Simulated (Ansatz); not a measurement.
Program: Ansatz. Geometries: PBE0-D4/def2-TZVP. ΔE: electronic, gas phase. CCSD(T)/CBS adds triple-zeta CCSD(T) − MP2 to the extrapolated MP2 energy (def2 sets, frozen cores). This one scheme is used for every species. DFT in def2-TZVPP. HSE06 is defined as in plane-wave codes. For Se outer-core shells are correlated without core-valence functions, which leaves a few kJ/mol of doubt a bond. Scalar relativity is left out up to krypton. One conformer a species, not always the lowest.

`CO[SiH](F)[SeH]` + H₂ → `F[SiH2][SeH]` + CH₃OH  (hydrogenolysis of the Si–O bond)

CCSD(T)/CBS gives +22.3 kcal/mol.

Problem. Another level gave +21.9 kcal/mol. Which?
A. r2SCAN-D4/def2-TZVPP
B. PBE/def2-TZVPP
C. HSE06-D4/def2-TZVPP
D. CCSD(T)/def2-TZVPP

Solution. D. CCSD(T)/def2-TZVPP 21.9, HSE06-D4 20.4, r2SCAN-D4 23.2, PBE 18.7 kcal/mol.

Problem. What do rigid-rotor, harmonic-oscillator terms from PBE0-D4/def2-TZVP frequencies (298.15 K, 1 bar) make of the CCSD(T)/CBS value? (Best estimate.)

Solution. The calculation gave: ΔZPE = +4.2 kcal/mol, ΔH = +25.2 kcal/mol, ΔS = 37 J/(mol·K), ΔG = +22.6 kcal/mol.

Largest T1 diagnostic among the species: 0.011.

The D4 term adds +3.0 kcal/mol with B3LYP and +1.7 kcal/mol with PBE0; it sums over pairs of atoms, weighted by their polarisabilities, and B3LYP, whose exchange is more repulsive, gets the larger term. At CCSD(T), def2-SVP lies −4.0 kcal/mol from the extrapolated value and def2-TZVPP −0.4 kcal/mol.

B3LYP here is the variant with VWN-RPA as its local correlation; programs differ in this.
